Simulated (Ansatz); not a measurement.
In₉As₁₀H₂₈⁺, a nanocrystal cut from zinc blende InAs (hydrogen-capped), 47 atoms. Hardware: 11 threads of AMD EPYC 7R13 on a shared host and a whole NVIDIA H100 80GB HBM3.

In the def2 sets In takes a core potential; there is no spin–orbit coupling. Correlated methods freeze 126 core orbitals; core or outer-core shells of As, In are correlated, in sets that lack core-valence functions. Single mean-field runs in def2-SVP, def2-TZVP are fitted with def2-universal-jkfit.

**Question.** How many basis functions does each of these Ansatz runs have, and roughly what does it cost? PBE0-D4/def2-SVP, charge 1 singlet, energy, from earlier orbitals; PBE0-D4/def2-TZVP, charge 1 triplet at the geometry of the charge 1 singlet, energy; PBE-D4/def2-TZVP, charge 1 triplet at the geometry of the charge 1 singlet, energy, from earlier orbitals; r2SCAN0-D4/def2-TZVP, charge 1 singlet, energy and forces, from earlier orbitals; PBE-D4/def2-SVP, charge 1 singlet, relaxation, 25 steps; PBE0-D4/def2-TZVP, charge 2 doublet at the geometry of the charge 1 singlet, energy; PBE0-D4/def2-TZVP, charge 0 doublet at the geometry of the charge 1 singlet, energy; PBE0-D4/def2-TZVP, charge 1 singlet, energy and forces, from earlier orbitals; RPA@PBE/def2-TZVP, charge 1 singlet, energy, from earlier orbitals; r2SCAN0-D4/def2-TZVP, charge 2 doublet at the geometry of the charge 1 singlet, energy, from earlier orbitals; PBE-D4/def2-TZVP, charge 2 doublet at the geometry of the charge 1 singlet, energy, from earlier orbitals; MP2/def2-TZVP, charge 1 singlet, energy, from earlier orbitals.

**Answer.** Other jobs shared the machine, so times can vary by a factor of up to 3. A dash marks memory too small to be measured apart from the calling script's.

```csv
run,functions,fitting or Cholesky vectors,wall time,peak host memory (GiB)
"PBE0-D4/def2-SVP, charge 1 singlet, energy, from earlier orbitals",694,5126,7 s,–
"PBE0-D4/def2-TZVP, charge 1 singlet, energy and forces, from earlier orbitals",1098,5126,14 s,5.9
"r2SCAN0-D4/def2-TZVP, charge 1 singlet, energy and forces, from earlier orbitals",1098,5126,15 s,6
"PBE-D4/def2-TZVP, charge 2 doublet at the geometry of the charge 1 singlet, energy, from earlier orbitals",1098,5126,18 s,2
"MP2/def2-TZVP, charge 1 singlet, energy, from earlier orbitals",1098,9016,20 s,2.4
"RPA@PBE/def2-TZVP, charge 1 singlet, energy, from earlier orbitals",1098,9016,23 s,17
"PBE-D4/def2-TZVP, charge 1 triplet at the geometry of the charge 1 singlet, energy, from earlier orbitals",1098,5126,28 s,2
"PBE0-D4/def2-TZVP, charge 0 doublet at the geometry of the charge 1 singlet, energy",1098,5126,38 s,2
"PBE0-D4/def2-TZVP, charge 1 triplet at the geometry of the charge 1 singlet, energy",1098,5126,43 s,2
"PBE0-D4/def2-TZVP, charge 2 doublet at the geometry of the charge 1 singlet, energy",1098,5126,54 s,2.1
"r2SCAN0-D4/def2-TZVP, charge 2 doublet at the geometry of the charge 1 singlet, energy, from earlier orbitals",1098,5126,55 s,2.4
"PBE-D4/def2-SVP, charge 1 singlet, relaxation, 25 steps",694,5126,79 s,–
```
